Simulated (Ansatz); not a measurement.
Reactions of CH7FO3Si2 (`CO[SiH2]O[SiH](O)F`).

Program: Ansatz. Geometries: PBE0-D4/def2-TZVP. ΔE: electronic, gas phase. CCSD(T)/CBS is the MP2 limit (def2-TZVPP, def2-QZVPP) plus CCSD(T) − MP2 in def2-TZVPP, frozen cores. This one scheme is used for every species. DFT in def2-TZVPP. For Se outer-core shells are correlated without core-valence functions, which leaves a few kJ/mol of doubt a bond. Scalar relativity is left out up to krypton. One conformer a species, not always the lowest.

| reaction | CCSD(T)/CBS(def2) (kJ/mol) |
| --- | --- |
| `CO[SiH2]O[SiH](O)F` → `O[SiH](O)C[SiH](O)F` | -3 |
| `CO[SiH2]O[SiH](O)F` + H₂Se → `CO[SiH2][SeH]` + `O[SiH](O)F` | ? |
| `CO[SiH2]O[SiH](O)F` + `S[SiH2]Cl` → `CO[SiH2]S[SiH2]Cl` + `O[SiH](O)F` | 60 |
| `CO[SiH2]O[SiH](O)F` + H–F → `O[SiH](F)O[SiH2]F` + CH₃OH | -33 |
| `CO[SiH2]O[SiH](O)F` + CH₃NH₂ → `CN[SiH2]OC` + `O[SiH](O)F` | ? |
| `CO[SiH2]O[SiH](O)F` → `C[Si@H](O)O[Si@@H](O)F` | -110 |

Question: Fill in the missing values. (An estimate is asked.)

Answer: The calculation gave: `CO[SiH2]O[SiH](O)F` + H₂Se → `CO[SiH2][SeH]` + `O[SiH](O)F`: +67.6 kJ/mol; `CO[SiH2]O[SiH](O)F` + CH₃NH₂ → `CN[SiH2]OC` + `O[SiH](O)F`: +65.3 kJ/mol.

Largest T1 diagnostic: 0.012, for `O[SiH](O)C[SiH](O)F`.
